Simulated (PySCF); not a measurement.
Molecule: `Cc1ccccc1`, C₇H₈.

Geometry:
```json
{"atom": "C1", "x (Å)": "2.226", "y (Å)": "-0.195", "z (Å)": "-0.085"}
{"atom": "C2", "x (Å)": "0.737", "y (Å)": "-0.011", "z (Å)": "-0.036"}
{"atom": "C3", "x (Å)": "-0.118", "y (Å)": "-1.121", "z (Å)": "-0.012"}
{"atom": "C4", "x (Å)": "-1.500", "y (Å)": "-0.962", "z (Å)": "0.053"}
{"atom": "C5", "x (Å)": "-2.057", "y (Å)": "0.317", "z (Å)": "0.093"}
{"atom": "C6", "x (Å)": "-1.220", "y (Å)": "1.430", "z (Å)": "0.067"}
{"atom": "C7", "x (Å)": "0.163", "y (Å)": "1.265", "z (Å)": "0.002"}
{"atom": "H8", "x (Å)": "2.612", "y (Å)": "-0.554", "z (Å)": "0.884"}
{"atom": "H9", "x (Å)": "2.515", "y (Å)": "-0.939", "z (Å)": "-0.843"}
{"atom": "H10", "x (Å)": "2.742", "y (Å)": "0.746", "z (Å)": "-0.318"}
{"atom": "H11", "x (Å)": "0.309", "y (Å)": "-2.128", "z (Å)": "-0.046"}
{"atom": "H12", "x (Å)": "-2.148", "y (Å)": "-1.842", "z (Å)": "0.069"}
{"atom": "H13", "x (Å)": "-3.141", "y (Å)": "0.443", "z (Å)": "0.142"}
{"atom": "H14", "x (Å)": "-1.645", "y (Å)": "2.436", "z (Å)": "0.095"}
{"atom": "H15", "x (Å)": "0.813", "y (Å)": "2.144", "z (Å)": "-0.020"}
```

Geometry PBE0-D3(BJ)/def2-SVP throughout; GIAO in PySCF 2.14, gas phase, one conformer, non-relativistic; equivalent atoms averaged; basis pcSseg-1.

For orientation, PBE0 gives these absolute shieldings σ: C2 41.4, C4/C6 50.5, C3/C7 49.8, C5 53.5, C1 161.1, H12/H14 23.89, H11/H15 23.97, H13 24.01, H8/H9/H10 28.88 ppm.

A run gave: C2 40.2, C4/C6 49.4, C3/C7 49.0, C5 52.5, C1 161.5, H12/H14 23.99, H11/H15 24.07, H13 24.12, H8/H9/H10 29.01 ppm (absolute shieldings σ).

**Question.** Which functional was used in that run?
A. HF
B. wB97X-D
C. WP04
D. B3LYP

**Answer.** B. C1 tells them apart best: wB97X-D gives 161.5, B3LYP gives 155.6, HF gives 169.9, WP04 gives 148.4 ppm.
